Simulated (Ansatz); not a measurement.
This geometry of FH + GaH3 (6 atoms, charge 0, multiplicity 1) is a first-order saddle point.

All numbers below come from RKS B3LYP-D4/def2-SVP in Ansatz.

```xyz
6
Properties=species:S:1:pos:R:3
Ga 0.010 -0.149 -0.074
H 0.016 -0.014 1.707
H 1.429 0.162 -0.636
H -1.428 0.094 -0.617
F 0.060 -1.959 0.815
H 0.042 -1.045 1.558
```

Task: Which two structures does it join? (They come from a converged band through this point; their orientation in space is the band's.)

Result: Bonds broken: Ga1–H2, F5–H6. Bonds formed: Ga1–F5, H2–H6. FH + GaH3 becomes FGaH2 + H2.

First end point:

```xyz
6
Properties=species:S:1:pos:R:3
Ga 0.003 0.142 0.040
H 0.003 0.550 1.577
H 1.371 0.133 -0.733
H -1.373 0.064 -0.715
F 0.062 -2.006 0.837
H 0.062 -1.795 1.746
```

Last end point:

```xyz
6
Properties=species:S:1:pos:R:3
Ga 0.016 -0.479 -0.400
H 0.015 0.136 2.174
H 1.426 0.158 -0.613
H -1.426 0.088 -0.590
F 0.062 -2.190 0.050
H 0.035 -0.625 2.131
```

Task: How far does it lie above each of them?

Result: 32.2 kJ/mol above the first and 92.0 kJ/mol above the second. This is the barrier of this one path; another mechanism may lie lower. The orbitals stay closed-shell, which can raise the energy where a bond breaks towards radicals; this wasn't checked here.

Time of the run: 2.6 min on 1 thread of Arm Neoverse V1, with other jobs on the host, peak memory 0.12 GiB.
